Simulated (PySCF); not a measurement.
These 2 structures share the formula C4H8O3. The calculation used PBE0-D3(BJ)/def2-SVP geometry optimisation, gas phase in PySCF 2.14.0. Energies are electronic, without zero-point or thermal terms, for one conformer each. No frequencies were run at this level. Point groups hold within 0.08 Å.

Problem. Order them by energy at this level, lowest first, and give relative energies in kcal/mol.
A. `[CH3:1][O:2][CH2:3][CH2:4][C:5](=[O:6])[OH:7]` with C1–O2–C3–C4 180°, O2–C3–C4–C5 -179°, C3–C4–C5–O6 -4°, C4–C5–O7–H 179° (3-methoxypropanoic acid)
B. `[CH3:1][CH2:2][O:3][C:4](=[O:5])[O:6][CH3:7]` with C1–C2–O3–C4 -81°, C2–O3–C4–O5 -3°, O3–C4–O6–C7 180°

Solution. B (0.0), A (7.4).

As drawn, the higher has an O–H bond, which the lower lacks.

```json
{"SMILES": "CCOC(=O)OC", "E (Eh)": "-382.22910", "E rel (kcal/mol)": "0.0", "dipole (D)": "0.34", "point group": "C1", "A, B, C (MHz)": "7164, 1515, 1403"}
{"SMILES": "COCCC(=O)O", "E (Eh)": "-382.21733", "E rel (kcal/mol)": "7.4", "dipole (D)": "0.38", "point group": "near Cs", "A, B, C (MHz)": "8686, 1122, 1013"}
```

Problem. How do the relative energies change in single points at PBE0/pcSseg-1 (no added dispersion term) on the same geometries?

Solution. 
```
    SMILES  PBE0-D3(BJ)/def2-SVP (kcal/mol)  PBE0/pcSseg-1 (kcal/mol)  shift
CCOC(=O)OC                              0.0                       0.0    0.0
COCCC(=O)O                              7.4                       7.1   -0.3
```

Each column counts from its own lowest isomer. The order is unchanged; the largest shift is 0.3 kcal/mol.
